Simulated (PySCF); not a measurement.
(F)3Hf-S-SiH3 (singlet state).
Bonds: Hf1–F2, Hf1–F3, Hf1–F4, Hf1–S5, S5–Si6. Hydrogens: H7, H8, H9 on Si6.

Method: PySCF, PBE0-D3(BJ)/def2-SVP geometry optimisation, gas phase, def2 core potentials past Kr; density fitting, grid level 1; the optimiser is geomeTRIC in internal coordinates, started from a GFN2-xTB structure with every atom displaced at random (about 0.03 Å).

Step 0: E = -28200.1643 eV
```
atom  x, y, z in Å  |  force x, y, z in eV/Å
Hf1    -0.6322   -1.2807    0.6469   -0.020   1.643  -0.585
F2     -0.4417   -0.3498    2.2291    0.376   0.838   1.938
F3     -1.3213   -2.9312    0.9464   -1.138  -3.419   0.487
F4     -1.9239   -0.2501   -0.2337   -0.809   0.527  -0.621
S5      1.2830   -1.0251   -0.6665    1.065   0.340  -0.691
Si6     0.8107    1.1154   -0.7244    1.091  -0.192   0.765
H7      2.1468    1.6716   -1.0399    0.047   0.312   0.072
H8     -0.0977    1.3408   -1.8148   -0.747   0.298  -0.651
H9      0.3091    1.6396    0.6310    0.136  -0.345  -0.715
```

**Question.** Estimate the geometry and energy of step 1. (The exact step hangs on the optimiser's Hessian estimate; all steps are aligned on step 0, rigid shifts and turns removed.)

**Answer.** E = -28200.5425 eV, largest force 1.430 eV/Å
```
atom  x, y, z in Å  |  force x, y, z in eV/Å
Hf1    -0.6697   -1.2914    0.6820   -1.164  -0.109   0.824
F2     -0.4528   -0.3668    2.3685    0.014  -0.558  -0.779
F3     -1.3848   -3.0884    0.9588    0.655   1.031  -0.275
F4     -2.0096   -0.2510   -0.2272    0.541  -0.438   0.296
S5      1.3303   -0.9928   -0.6753   -0.438   0.143   0.297
Si6     0.8617    1.1460   -0.7528    0.676  -0.281  -0.555
H7      2.1936    1.7376   -1.0595   -0.076   0.190   0.089
H8     -0.0834    1.3916   -1.8721   -0.088   0.091   0.060
H9      0.3476    1.6457    0.5519   -0.121  -0.069   0.043
```

The energy changes by -0.3782 eV. The first-order estimate −F·Δx gives -1.1130 eV and the mean of the old and new forces, exact on a quadratic surface, -0.4290 eV. The step makes an angle of 44° with the force vector and moves no atom by more than 0.170 Å.

The cost below is that of the whole optimisation. On Arm Neoverse V2, one thread, on a shared host, this took 4.1 min and 0.50 GiB of memory at its peak.
